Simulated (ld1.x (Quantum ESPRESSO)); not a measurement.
**Fe, TM: configuration errors across variants**

Fe, norm-conserving Troullier–Martins (Kleinman–Bylander form), made with ld1.x (Quantum ESPRESSO) 7.5 (PBEsol, scalar-relativistic). Core [Ar], reference 3d6 4s1.5 4p0 (charge +0.5). Waves: 4s (bound): rc 2.60 bohr; 3d (bound): rc 1.35 bohr; 4p (bound, empty): rc 3.20 bohr. Local part: the p channel. Core correction: a·sin(br)/r model core inside 0.85 bohr.

All-electron excitation energies from the reference (eV): (1) 3d6 4s2 4p0 -3.494; (2) 3d6 4s1 4p0 5.251; (3) 3d6 4s0 4p0 21.367; (4) 3d5 4s0 4p0 55.554; (5) 3d7 4s1 4p0 -4.295; (6) 3d5 4s2 4p1 5.282; (7) 3d6 4s0 4p2 4.995.

A true bound ghost makes a file unfit for plane-wave use even where its test errors are small: the radial tests pick states by their node count and pass the ghost by.

Errors AE − PS in meV (a dash: test not solved or not reliable):

| change | (1) | (2) | (3) | (4) | (5) | (6) | (7) | bound ghosts |
| --- | --- | --- | --- | --- | --- | --- | --- | --- |
| base | -3.1 | -5.1 | -43 | -657 | -279 | -577 | -6.6 | s |
| all radii but the core radius scaled by about 0.75 (s 1.96, p 2.40, d 1.02 bohr) | -4.8 | -6.4 | -42 | -618 | -319 | -698 | -6.8 | s |
| all radii but the core radius scaled by about 0.86 (s 2.22, p 2.74, d 1.16 bohr) | -7.7 | -8.7 | -43 | -597 | -362 | -743 | -7.0 | s |
| all radii but the core radius scaled by about 0.94 (s 2.44, p 3.00, d 1.26 bohr) | -4.3 | -6.0 | -41 | -615 | -303 | -646 | -6.4 | s |
| all radii but the core radius scaled by about 1.08 (s 2.82, p 3.46, d 1.46 bohr) | -2.6 | -4.8 | -49 | -720 | -254 | -498 | -8.8 | none |
| all radii but the core radius scaled by about 1.17 (s 3.04, p 3.74, d 1.58 bohr) | -2.3 | -5.0 | -62 | -799 | -219 | -393 | -14 | none |
| all radii but the core radius scaled by about 1.24 (s 3.22, p 3.96, d 1.68 bohr) | -2.3 | -5.5 | -76 | -868 | -193 | -321 | -21 | none |
| all radii but the core radius scaled by about 1.38 (s 3.58, p 4.42, d 1.86 bohr) | -2.6 | -7.1 | -120 | -1033 | -129 | -156 | -40 | none |

Question: Give the same row for: all radii but the core radius scaled by about 1.30 (s 3.38, p 4.16, d 1.76 bohr).

Answer: -2.4, -6.1, -95, -947, -163, -242, -29; bound ghosts: none.
